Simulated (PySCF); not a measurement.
CH5BSi, SMILES `[H]/B=[SiH]/C`, neutral singlet in the gas phase. 

Cartesian coordinates (Å):
SMILES: [H]/B=[SiH]/C
```xyz
8

B      2.0386    -0.0386     0.2465
Si     0.3610     0.6358    -0.0026
C     -1.1956    -0.3999    -0.1419
H      3.1371    -0.4600     0.3273
H      0.1952     2.1052     0.0843
H     -0.9389    -1.4596    -0.1716
H     -1.8542    -0.2286     0.7122
H     -1.7431    -0.1542    -1.0542
```
Charge 0, multiplicity 1.

All levels are single points at this geometry (r2SCAN-D4/def2-TZVP); Pople sets use spherical d functions. Orbital energies aren't observables, and empty levels follow the basis.

BP86/6-31G* in PySCF gives gap (eV) = 1.08.

### Question
Estimate the gap (eV) from each of these levels: r2SCAN-D4/def2-TZVP in PySCF; B3LYP/3-21G in PySCF; B3LYP/LANL2DZ in PySCF; PBE/6-31G* in PySCF; HF/STO-3G in PySCF.

### Answer

```tsv
level	gap (eV)
r2SCAN-D4/def2-TZVP in PySCF	1.46
B3LYP/3-21G in PySCF	2.71
B3LYP/LANL2DZ in PySCF	2.72
PBE/6-31G* in PySCF	1.04
HF/STO-3G in PySCF	11.02
```
